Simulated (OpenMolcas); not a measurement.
## Ta+: effect of the IPEA shift

```json
{
  "Program": "OpenMolcas 26.06",
  "Basis": "ANO-RCC-VTZP [8s7p5d3f2g1h]",
  "Scalar Hamiltonian": "DKH2, point nucleus",
  "Active space": "4 electrons in 6 orbitals (5d 6s)",
  "State averaging": "2S+1 = 5 even, 15 roots; 2S+1 = 3 even, 95 roots kept (CI in the orbitals of an earlier block); 2S+1 = 1 even, 77 roots kept (CI in the orbitals of an earlier block)",
  "Spin-orbit coupling": "state interaction with AMFI integrals over the reference wave functions, term energies averaged over their components"
}
```

Methods on the same reference wave functions:
A. CASSCF
B. MS-CASPT2, IPEA 0 Eh, imaginary shift 0.1 Eh (closed shells correlated: 5s 5p)
C. MS-CASPT2, IPEA 0.25 Eh, imaginary shift 0.1 Eh (closed shells correlated: 5s 5p)

Energies in cm⁻¹ above 5d³ 6s ⁵F₁, the measured ground level; measured values from NIST Handbook of Basic Atomic Spectroscopic Data.

| Level | A | B | C | Measured |
| --- | --- | --- | --- | --- |
| 5d³ 6s ⁵F₁ | 0.0 | 0.0 | 0.0 | 0.0 |
| 5d³ 6s ⁵F₂ | 1087 | 1066 | 1078 | 1031 |
| 5d³ 6s ⁵F₃ | 2666 | 2770 | 2730 | 2642 |
| 5d³ 6s ⁵F₄ | 4504 | 4590 | 4560 | 4416 |
| 5d³ 6s ³P₀(1) | 6309 | 2330 | 3280 |  |
| 5d³ 6s ⁵F₅ | 6435 | 6430 | 6440 | 6187 |
| 5d³ 6s ³P₁(1) | 7584 | 3880 | 4770 |  |
| 5d² 6s² ³F₂ | 10608 | 3650 | 4670 | 3180 |
| 5d³ 6s ⁵P₁ | 12614 | 10900 | 11290 |  |
| 5d² 6s² ³F₃ | 12696 | 6150 | 7160 | 6831 |
| 5d⁴ ⁵D₀ [64 %] | 14346 | 13120 | 13240 |  |
| 5d³ 6s ⁵P₃ | 14358 | 12820 | 13200 |  |
| 5d² 6s² ³F₄ [60 %] | 14393 | 8350 | 9330 | 9746 |
| 5d⁴ ⁵D₁ [69 %] | 14939 | 14030 | 13990 |  |
| 5d⁴ ⁵D₃ [73 %] | 16991 | 16460 | 16340 |  |
| 5d³ 6s ³G₅ [60 %] | 17441 | 14750 | 15480 |  |
| 5d³ 6s ³P₀(2) [74 %] | 21326 | 16730 | 17860 |  |
| 5d³ 6s ³H₅ [70 %] | 21448 | 18710 | 19440 |  |
| 5d³ 6s ³H₆ | 21581 | 18840 | 19550 |  |
| 5d³ 6s ³D₃(1) [71 %] | 22468 | 18750 | 19580 |  |
| 5d⁴ ³H₅ | 30364 | 27240 | 27650 |  |
| 5d³ 6s ³F₃(2) | 30378 | 22830 | 24630 |  |
| 5d³ 6s ¹H₅ | 30897 | 24800 | 25880 |  |
| 5d⁴ ³H₆ | 30985 | 27960 | 28230 |  |

Deviations, from unrounded energies. A percentage is the sum of absolute deviations over the sum of measured energies, with the sign that they share, or ± where signs differ.

| Against measurement | Levels | A | B | C |
| --- | --- | --- | --- | --- |
| mean absolute deviation (cm-1) | 7 | 2600 | 450 | 400 |
| fine structure of the ground term (%) | 4 | +2.9 | +4.1 | +3.8 |
| other configurations (%) | 3 | +90.8 | ±12.9 | ±11.3 |

C lies closest to measurement on these levels and A furthest from it. The largest miss of C in the table is 5d² 6s² ³F₂, by +1500 cm-1. The ranking rests on the paired levels alone, and a cruder setting can come out closer through cancelling errors.

Between B and C the level of the table that moves most is 5d³ 6s ³F₃(2), by 1800 cm-1 (lowest in B, highest in C). Moves below CASPT2's spread within the term are not significant.

The mean deviations of B to C differ by less than CASPT2's widest spread within a term (1200 cm-1), so their order carries little weight.

From A to B the spin-free energies of the other terms of 5d³ 6s shown, above ⁵F, scale by factors of 0.26 to 0.82.

The lowest spin-free term lies below A's lowest term by 0.286 hartree in B, 0.275 hartree in C.

Term energies are means over components that CASPT2 splits; among the terms shown or strongly mixed into the levels shown the widest spread is 1200 cm-1 (5d³ 6s ¹H, B). Over all roots computed the reference weight is 0.87 to 0.94 in B; the roots of lowest weight are the least certain, and an intruder state may touch them. Terms from blocks run as CI alone lack orbitals of their own. Configurations are named by rounded mean occupations; where the s occupation lies near a half they are strongly mixed, a name can repeat and a true partner stay unpaired. A single d shell beside an s shell can misplace configurations of different d count against each other. Without dynamic correlation excited terms often stand tens of per cent too high (terms of higher spin than the ground term too low), and those without a measured partner can miss by more than the paired ones (holds for A). Blocks of more than 70 roots (2S+1 = 3 even, 1 even) ran without multistate coupling (holds for B; C). Computed and measured levels are paired by configuration, term and J; levels that our copy of the source lacks, or whose pairing is in doubt (as where it misses far off the trend of its configuration), stay unpaired and out of the deviations. Only configurations of the active space appear. Levels that lie high or do not pair safely by name in every column are left out.

A share in square brackets marks a mixed level and gives the weight of the term that names it, the lowest over the columns. A number in round brackets counts repeated terms of one configuration in the order of the reference energies.
